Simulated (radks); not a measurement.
Values are calculated unless marked as measured or tabulated.
Valence configurations of V2+ (all share [Ar]). Code: a radial shooting solver on a logarithmic mesh with Libxc functionals. Model: non-relativistic Kohn-Sham, BLYP, spin-polarised, spherical densities, point nucleus; open shells are filled with parallel spins first. Energies are relative to 3d3; eigenvalues in eV for spin up.

| valence | E (eV) | moment (Bohr magnetons) | e(3d) | e(4p) | e(4s) |
|---|---|---|---|---|---|
| 3d3 | 0.000 | 3 | -22.358 | - | - |
| 3d1 4p2 | 26.223 | 3 | -35.565 | -17.898 | - |
| 3d2 4p1 | 10.952 | 3 | -28.705 | -15.726 | - |
| 3d2 4s1 | 5.702 | 3 | -27.706 | - | -20.412 |
| 3d2.5 4p0.5 | 4.990 | 3 | -25.461 | -14.555 | - |
| 3d1 4s1 4p1 | 20.512 | 3 | -34.632 | -17.434 | -23.133 |
| 3d1 4s2 | 15.924 | 1 | -33.631 | - | -21.971 |
| 3d1.5 4s0.5 4p1 | 15.259 | 3 | -31.598 | -16.586 | -22.063 |
| 3d1 4s1.5 4p0.5 | 18.398 | 2 | -34.172 | -16.959 | -22.600 |
| 3d1.5 4s1 4p0.5 | 12.524 | 3 | -31.112 | -16.331 | -21.797 |

NIST lists [Ar] 3d3 as the ground configuration; this level of theory agrees among the configurations tried. The energies are those of spherical high-spin densities, not of single terms.
